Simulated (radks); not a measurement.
Problem. These are the eigenvalues of the occupied orbitals of an atom or ion with whole-number occupations (hartree). Method: Dirac Kohn-Sham, PBE, spin-unpolarised, spherical densities, finite nucleus; Fermi nuclear charge, rms radius of each element as measured or else 0.836 A^(1/3) + 0.57 fm; computed with a radial shooting solver on a logarithmic mesh with Libxc functionals.

1s1/2: -1262.916
2s1/2: -197.1432
2p1/2: -185.2699
2p3/2: -173.3398
3s1/2: -40.94680
3p1/2: -36.01077
3p3/2: -33.74472
3d3/2: -25.05864
3d5/2: -24.57974
4s1/2: -8.02500
4p1/2: -6.27715
4p3/2: -5.82501
4d3/2: -2.99700
4d5/2: -2.92380
5s1/2: -1.43839
5p1/2: -1.01339
5p3/2: -0.95704

Which element is it, and in what charge state? The configuration may be excited. Open shells, if any, fill j = l - 1/2 first.

Solution. Z = 54, xenon, charge +2: Xe2+ in [Kr] 4d10 5s2 5p4. The list shows which subshells hold electrons but not how many an open one holds; the 1s level, -1262.9 hartree, gives Z - s = 50.3 by -(Z - s)^2/2, which with screening and relativity narrows Z to a few neighbours, and the depths of the outer levels then fix element, charge and occupations together.
